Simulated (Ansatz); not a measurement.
A CCSD(T) single point on `FC[SiH2][SiH3]`.

```yaml
crystal:
  periodic: [false, false, false]
  atoms:
    - {symbol: F, position_ang: [-1.742138, 1.392820, -0.307178]}
    - {symbol: C, position_ang: [-0.618516, 1.525294, 0.502822]}
    - {symbol: Si, position_ang: [0.134404, -0.182291, 0.868279]}
    - {symbol: Si, position_ang: [0.550362, -1.333933, -1.124941]}
    - {symbol: H, position_ang: [-0.921467, 2.034786, 1.423383]}
    - {symbol: H, position_ang: [0.101572, 2.167494, -0.015097]}
    - {symbol: H, position_ang: [1.403861, 0.050649, 1.614221]}
    - {symbol: H, position_ang: [-0.789313, -0.958114, 1.739637]}
    - {symbol: H, position_ang: [1.268200, -2.605053, -0.837437]}
    - {symbol: H, position_ang: [-0.721798, -1.648737, -1.825201]}
    - {symbol: H, position_ang: [1.400136, -0.500014, -2.017989]}
basis:
  gaussian: {orbitals: def2-TZVPP}
correlation: {method: ccsd_t}
```

```sh
$ ansatz run in.yaml --threads 4 --pin off --events-out ev --progress --plain --max-ram 10444MiB
```

The program prints (abridged):

```
Functional definition: HF
1408 factors; integrals over basis functions are off by at most 9.7e-4 eV
mean field evaluation 1: about -19570.9481 eV, gradient 2.5e1 eV
mean field evaluation 2: about -19571.1624 eV, gradient 2.5e1 eV
mean field evaluation 4: about -19573.3187 eV, gradient 4.1e0 eV
mean field evaluation 8: about -19573.3728 eV, gradient 2.0e-1 eV
mean field evaluation 16: about -19573.3730 eV, gradient 1.7e-6 eV
mean field -19573.37296567 eV, -719.3081891797 hartree, gradient 1.7e-6 eV, S^2 0.000000; 0 other end points of the search recorded, 0 dependent functions left out
12 core orbitals not correlated: weight in the atoms' cores, before any rotation towards them, 1.000 or more for the frozen orbitals, at most 0.000 for the correlated occupied ones
reference -19573.37296567 eV, -719.3081891797 hartree; 13, 13 occupied and 219, 219 virtual orbitals, 1408 factors
second order -18.39262244 eV of doubles, -0.00000000 eV of singles
cycle   1  -19.29473268 eV  change   -9.0e-1 eV  update   9.9e-2
cycle   2  -19.83123247 eV  change   -5.4e-1 eV  update   3.1e-2
cycle   3  -19.93438950 eV  change   -1.0e-1 eV  update   1.5e-2
cycle   4  -19.92527407 eV  change    9.1e-3 eV  update   3.7e-3
cycle   5  -19.92367926 eV  change    1.6e-3 eV  update   1.5e-3
cycle   6  -19.92391162 eV  change   -2.3e-4 eV  update   4.6e-4
cycle   7  -19.92364790 eV  change    2.6e-4 eV  update   1.6e-4
cycle   8  -19.92359447 eV  change    5.3e-5 eV  update   4.7e-5
cycle   9  -19.92361518 eV  change   -2.1e-5 eV  update   2.0e-5
perturbative correction -0.65610105 eV, -0.0241112690 hartree
Total energy: -19593.95268190 eV, -720.0644798018 hartree
```

Run time 74 s (4 threads of an Arm Neoverse V2 on a shared host); peak host memory 4.6 GiB.

Correlation energy per correlated electron: -0.792 eV. T1 diagnostic: 0.0123.
